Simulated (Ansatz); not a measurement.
Abridged output of a molecular run in Ansatz:

```
Functional definition: HF
589 factors; integrals over basis functions are off by at most 1.6e-4 eV
mean field evaluation 1: about -60796.6420 eV, gradient 3.6e0 eV
mean field evaluation 2: about -60796.6430 eV, gradient 3.6e0 eV
mean field evaluation 4: about -60796.7423 eV, gradient 7.6e-1 eV
mean field evaluation 8: about -60796.7441 eV, gradient 7.5e-4 eV
mean field -60796.74411448 eV, -2234.2391366940 hartree, gradient 8.9e-6 eV, S^2 3.751079; 0 other end points of the search recorded, 0 dependent functions left out
14 core orbitals not correlated: weight in the atoms' cores, before any rotation towards them, 1.000 or more for the frozen orbitals, at most 0.000 for the correlated occupied ones
reference -60796.74411448 eV, -2234.2391366940 hartree; 4, 1 occupied and 71, 74 virtual orbitals, 589 factors
second order -2.09546600 eV of doubles, -0.00000000 eV of singles
cycle   1  -2.36221497 eV  change   -2.7e-1 eV  update   3.6e-2
cycle   2  -2.43388605 eV  change   -7.2e-2 eV  update   1.0e-2
cycle   3  -2.43730904 eV  change   -3.4e-3 eV  update   1.8e-3
cycle   4  -2.43721803 eV  change    9.1e-5 eV  update   3.1e-4
cycle   5  -2.43716760 eV  change    5.0e-5 eV  update   4.9e-5
cycle   6  -2.43717672 eV  change   -9.1e-6 eV  update   1.5e-5
cycle   7  -2.43717686 eV  change   -1.3e-7 eV  update   4.3e-6
perturbative correction -0.09248685 eV, -0.0033988291 hartree
Total energy: -60799.27377819 eV, -2234.3321001207 hartree
Checks for a lower state left out: cluster_reference
```

Its atoms:

As alone.

**Question.** Which basis set was used?
A. def2-SVP
B. def2-TZVPPD
C. def2-QZVPP
D. cc-pV(T+d)Z

**Answer.** C. It gives 89 functions.

**Question.** Write the keys of the input that set method, charge and spin (a neutral closed shell needs none for the last two).

**Answer.** 
```yaml
magnetization: {spin_polarized: true, initial_magnetization: 3}
correlation: {method: ccsd_t, frozen_orbitals: {As: 14}}
scf: {omitted_lower_state_checks: [cluster_reference]}
```
